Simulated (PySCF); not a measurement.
Bi(Br)(TeH)2 (BiBrH₂Te₂), SMILES [Br][Bi]([TeH])[TeH].

The structure is a stationary point at B3LYP-D3(BJ)/def2-SVP. The structure was generated by enumeration; whether it is a known compound was not checked. The def2 effective core potentials stand for the cores of Bi, Te; spin–orbit coupling is left out.

Two levels are set side by side: PBE/def2-TZVP (PySCF) and PBE0/def2-TZVP (PySCF). Same geometry, gas phase. Differences are taken from unrounded values.

| quantity | PBE0 |
|---|---|
| orbital gap (eV) | 4.06 |
| highest occupied level (eV) | -6.59 |
| lowest empty level (eV) | -2.53 |
| dipole moment (D) | 3.16 |
| mean polarisability (bohr³) | 157.0 |

What does PBE give, and how far is it from PBE0? (An estimate is asked for; the answer gives what the named calculation found.)


| quantity | PBE | PBE minus PBE0 |
|---|---|---|
| orbital gap (eV) | 2.46 | -1.60 |
| highest occupied level (eV) | -5.61 | 0.98 |
| lowest empty level (eV) | -3.15 | -0.62 |
| dipole moment (D) | 2.93 | -0.23 |
| mean polarisability (bohr³) | 160.5 | 3.5 |

PBE's occupied levels lie high since its potential decays too fast outside the molecule; exact exchange lowers them and widens the gap. Differences between two approximate levels are no errors against the true value.

Rough cost on one machine, each run with all the roots and properties that it gave: PBE0 against PBE within a factor of 2.
